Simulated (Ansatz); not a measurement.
Isolated molecules relaxed with PBE0-D4/def2-TZVP in Ansatz; ΔE leaves out vibrations. CBS: MP2 limit from def2 TZ/QZ plus the TZ coupled-cluster correction, frozen cores. Functionals use def2-TZVPP. B3LYP here is the variant with VWN-RPA as its local correlation; programs differ in this. HSE06 is defined as in plane-wave codes. Each species was taken in one conformer, which may not be the lowest.

Consider the redistribution: `OPN[SiH3]` + `C[CH2][Al]([NH2])[F]` → `[NH2][Al]([F])[PH]O` + `CCN[SiH3]`.

```csv
level,ΔE (kJ/mol),difference from CCSD(T)/CBS
LDA (SPW92),57.3,-8.5
revPBE-D4,53.0,-12.8
r2SCAN0-D4,63.5,-2.3
B2PLYP,65.0,-0.8
PBE-QIDH,63.7,-2.1
PBE,54.4,-11.4
revPBE,53.1,-12.7
r2SCAN,62.2,-3.6
PBE0,56.7,-9.1
B3LYP,60.7,-5.1
r2SCANh,62.7,-3.1
HSE06,56.8,-9.0
MP2/def2-SVP,55.3,-10.5
SCS-MP2/def2-TZVPP,68.9,3.1
HF/def2-QZVPP,63.4,-2.4
SCS-MP2/def2-QZVPP,70.3,4.5
CCSD(T)/CBS,65.8,0
```

Largest T1 diagnostic among the species: 0.013.

From BLYP to BHLYP (50 % exact exchange), in def2-TZVPP and without D4, ΔE moves by +4.4 kJ/mol. At CCSD(T), def2-SVP lies −17.7 kJ/mol from the extrapolated value and def2-TZVPP −2.0 kJ/mol. Leaving LDA and LC-ωPBE aside and taking each functional with its dispersion term where it has one, the values, not all of them listed here, spread over 16.4 kJ/mol, from revPBE-D4 to ωB97M-V.
